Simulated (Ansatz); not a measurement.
`Cl[SiH]1CS1` + H₂O → `O[SiH]1CS1` + HCl at 298.15 K and 1 bar (formal hydrolysis of the Si–Cl bond).

Computed with Ansatz on PBE0-D4/def2-TZVP structures; ΔE is electronic, products minus reactants. CCSD(T)/CBS adds triple-zeta CCSD(T) − MP2 to the extrapolated MP2 energy (def2 sets, frozen cores). This one scheme is used for every species. Each species was taken in one conformer, which may not be the lowest.

```json
{"species": "`Cl[SiH]1CS1`", "CCSD(T)/CBS energy (Eh)": "-1186.53914", "H − E (kJ/mol)": "117.8", "S (J/(mol·K))": "310.3"}
{"species": "H₂O", "CCSD(T)/CBS energy (Eh)": "-76.37941", "H − E (kJ/mol)": "66.4", "S (J/(mol·K))": "188.7"}
{"species": "`O[SiH]1CS1`", "CCSD(T)/CBS energy (Eh)": "-802.53827", "H − E (kJ/mol)": "151.4", "S (J/(mol·K))": "305.1"}
{"species": "HCl", "CCSD(T)/CBS energy (Eh)": "-460.38127", "H − E (kJ/mol)": "26.6", "S (J/(mol·K))": "186.8"}
```

H − E and S are ideal-gas, rigid-rotor, harmonic terms from PBE0-D4/def2-TZVP, for one conformer and one mirror image of each species. 1 Eh = 2625.50 kJ/mol, R = 8.31446 J/(mol·K).

Q: By hand: ΔE, ΔH, ΔS and ΔG.

A: ΔE = (-802.53827) + (-460.38127) − (-1186.53914) − (-76.37941) = -0.00099 Eh = -2.6 kJ/mol. Δ(H − E) = 151.4 + 26.6 − 117.8 − 66.4 = -6.2, so ΔH = -8.8 kJ/mol. ΔS = 305.1 + 186.8 − 310.3 − 188.7 = -7.1 J/(mol·K). ΔG = -8.8 − 298.15 × (-7.1)/1000 = -6.7 kJ/mol.

Q: By hand: the equilibrium constant, and the temperature at which ΔG would vanish if ΔH and ΔS stayed fixed.

A: log₁₀ K = −ΔG/(RT ln 10) = 1.2. ΔG = 0 at ΔH/ΔS = 1239 K, though so small a ΔH makes that figure unsure.

The number of gas molecules stays the same, so ΔS is small and ΔH decides. A doubt of 5 kJ/mol in ΔE shifts log₁₀ K by 0.9 here. Other conformers and mirror images would add mixing entropy, several J/(mol·K) or more a flexible species. These are equilibria of isolated gas molecules and say nothing of rates. Largest T1 diagnostic: 0.012 (customary marks: 0.02 for closed shells, 0.045 for open ones).
